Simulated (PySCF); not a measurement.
Species: C2H9GeN.
Numbering: `[CH3:1][NH:2][GeH2:3][CH3:4]` (hydrogens: H5, H6, H7 on C1; H8 on N2; H9, H10 on Ge3; H11, H12, H13 on C4)

Method used: PBE0-D3(BJ)/def2-SVP geometry optimisation, gas phase (PySCF).

(1) What internal coordinates does the optimisation give?

## Answers

(1) 
```tsv
bond	length (pm)
C1–N2	144.4
N2–Ge3	183.9
Ge3–C4	194.8
C1–H5, C1–H6, C1–H7	110.6
N2–H8	101.5
Ge3–H9	154.2
Ge3–H10	155.5
C4–H11, C4–H12, C4–H13	110.0
```

Bonds in one row agree within 1 pm and their mean is given. A selection of angles:
```tsv
angle	degrees
N2–C1–H5	110.0
N2–C1–H6	110.9
N2–C1–H7	115.2
H5–C1–H6	106.2
H5–C1–H7	106.8
C1–N2–Ge3	120.4
C1–N2–H8	112.3
Ge3–N2–H8	113.3
N2–Ge3–C4	108.2
N2–Ge3–H9	105.6
N2–Ge3–H10	112.9
C4–Ge3–H9	111.9
C4–Ge3–H10	109.3
H9–Ge3–H10	109.0
Ge3–C4–H11	109.7
Ge3–C4–H12	110.6
H11–C4–H12	109.0
H12–C4–H13	108.1
```

Torsions: C1–N2–Ge3–C4 -66° (synclinal). The mirror-image conformer, all signs reversed, is as good.

N2 (nitrogen bonded to C, Ge and H) is pyramidal (angles 120.4°, 113.3° and 112.3°, sum 346.0°, 0.30 Å off the plane of its three neighbours). Ge3 (germanium bonded to C, N and 2 H) is distorted tetrahedral (angles from 105.6° to 112.9°).

Point group: C1 (no symmetry element, even within 0.4 Å). Stationary, but not proved a minimum. One conformer, not necessarily the lowest.
